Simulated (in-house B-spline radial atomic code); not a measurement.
# BHandHLYP excitations of Mg2+

Method: BHandHLYP. Computed with a B-spline radial code for spherical atoms: linear response of the closed shell [He] 2s2 2p6 with the functional's adiabatic kernel; scalar-relativistic (spin-free one-electron X2C), finite nucleus, no spin-orbit coupling, no double excitations, S, P, D and F terms only. Only terms of natural parity with L up to 3 were computed.

Command:
```bash
python run_td.py task.json out
```
Settings (radii: box in bohr, nucleus in fm):
```
Z                        12
electrons                10
configuration            [He] 2s2 2p6
hamiltonian              x2c
method                   bhandhlyp
box_radius               29.48
rms_radius               3.057
intervals                74
```

Time taken, with all properties: 0.2 s on 1 thread of AMD EPYC 9R45 96-Core Processor (Zen 5), with other jobs on the host.

The lowest states, in the order of their Tamm-Dancoff energies; the method's threshold (minus the highest occupied level) is 74.85 eV. Labels give the largest channel, * marks a mixed state, and oscillator strengths are full-response dipole values. Semilocal kernels can invert the small singlet-triplet splittings of Rydberg terms. Energies in eV:

```tsv
state	full response	Tamm-Dancoff	oscillator strength
2p → 3s 3P	50.73	50.75	-
2p → 3s 1P	51.52	51.54	0.203
2p → 3p 3S	55.86	55.92	-
2p → 3p 3D	56.50	56.52	-
2p → 3p 1D	57.05	57.06	-
2p → 3p 1S	?	?	-
2p → 3d 3P	63.52	63.53	-
2p → 3d 3F	?	?	-
2p → 3d 1F	63.76	63.76	-
2p → 3d 1P	64.11	64.13	0.393
```

Q: Where does 2p → 3p 1S lie?

A: At 59.63 eV in full response, 59.89 eV in Tamm-Dancoff.

Q: Where does 2p → 3d 3F lie?

A: At 63.58 eV in full response, 63.59 eV in Tamm-Dancoff.

Q: How large is the singlet-triplet splitting of 2p → 3s (P terms) in Tamm-Dancoff?

A: 0.788 eV, from the unrounded values.

Q: What polarisabilities and dispersion coefficient does the method give?

A: Dipole 0.4893 bohr³, quadrupole 0.5597 bohr⁵, C6 0.5862 hartree·bohr⁶ for two such species.
